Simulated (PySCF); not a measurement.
# How methods differ on the excitation energy of Ta⁺

Ta⁺ [Xe] 4f14 5d3 6s1 (5F) → Ta⁺ [Xe] 4f14 5d2 6s2 (3F), as a difference of total energies. All numbers are calculated (PySCF 2.14, scalar relativity through the core potential, in aug-cc-pVDZ-PP with ECP60MDF). Correlated levels: valence: 5s2 5p6 frozen. The calculations carry no spin-orbit coupling.

```json
{"method": "UHF", "excitation energy (eV)": "1.536"}
{"method": "MP2 (valence)", "excitation energy (eV)": "0.914"}
{"method": "SCS-MP2 (valence)", "excitation energy (eV)": "0.506"}
{"method": "CCSD (valence)", "excitation energy (eV)": "0.680"}
{"method": "CCSD(T) (valence)", "excitation energy (eV)": "0.606"}
```

Errors of the correlated levels include the incompleteness of this basis and the frozen core.

Q: Which method comes closest to the reference value, and which is furthest?

A: The reference is 0.428 eV (measured; NIST levels, between the centres of gravity of the two terms). Closest: SCS-MP2 (valence) (error 0.078 eV); furthest: UHF (error 1.108 eV).
